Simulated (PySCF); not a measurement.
**Ta⁺ (tantalum, charge +1): PBE0 calculation**

Configuration: [Xe] 4f14 5d3 6p1, one real determinant (an excited configuration). Computed with PySCF 2.14 in def2-QZVPPD with the def2 core potential (60 electrons) (7s6p4d3f2g, 84 functions), with scalar relativity through the core potential.

```
Total energy                                                  : -56.3793 hartree
One-electron energy                                           : -90.5834 hartree
Hartree (Coulomb) energy                                      : 40.6434 hartree
Exchange-correlation energy                                   : -6.4392 hartree
⟨S²⟩                                                          : 6.0013
⟨L²⟩                                                          : 14.014
Sum of ⟨r⟩                                                    : 20.43 bohr
Sum of ⟨r²⟩                                                   : 47.42 bohr²
Traceless quadrupole moment −½Σ⟨3z² − r²⟩ along its main axis : -7.13 e·bohr²
```

```tsv
shell	electrons	mean orbital energy (hartree)	spread (hartree)	rms radius, mean of both spins (bohr)
5s α	1	-3.09041	0	1.19
5s β	1	-3.02599	0	1.19
5p α	3	-1.83349	0.00703	1.41
5p β	3	-1.74415	0.01193	1.41
5d α	3	-0.51327	0.00570	2.23
6p α	1	-0.30481	0	4.23
```

⟨L²⟩ = 14.01 against 20 for a pure G term, so this real determinant mixes terms. Energies and moments cover only the electrons outside the core potential. Spin-orbit coupling, absent here, splits the open shell strongly.
